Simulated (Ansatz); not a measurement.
Consider the cleavage of the Si–Si bond: `C[Si](F)(F)[SiH3]` + `N=C=O` → `C[Si](F)(F)N=C=O` + SiH₄.

Gas-phase electronic energies from Ansatz, PBE0-D4/def2-TZVP geometries. CBS: MP2 limit from def2 TZ/QZ plus the TZ coupled-cluster correction, frozen cores. This one scheme is used for every species. Functionals use def2-TZVPP. One conformer a species, not always the lowest.

CCSD(T)/CBS gives -123.1 kJ/mol.

Question: Another level gave -135.3 kJ/mol. Which?
A. BLYP/def2-TZVPP
B. HF/def2-TZVPP
C. r2SCAN0/def2-TZVPP
D. BHLYP/def2-TZVPP

Answer: D. BHLYP -135.3, r2SCAN0 -124.9, HF/def2-TZVPP -150.8, BLYP -112.0 kJ/mol.

Largest T1 diagnostic among the species: 0.018.

From r2SCAN to r2SCAN0 (25 % exact exchange), in def2-TZVPP and without D4, ΔE moves by −6.4 kJ/mol. Leaving LDA and LC-ωPBE aside and taking each functional with its dispersion term where it has one, the values, not all of them listed here, spread over 35.1 kJ/mol, from BHLYP-D4 to PBE-D4. LDA lies −6.7 kJ/mol from PBE without D4. At CCSD(T), def2-SVP lies −5.4 kJ/mol from the extrapolated value and def2-TZVPP −2.7 kJ/mol.
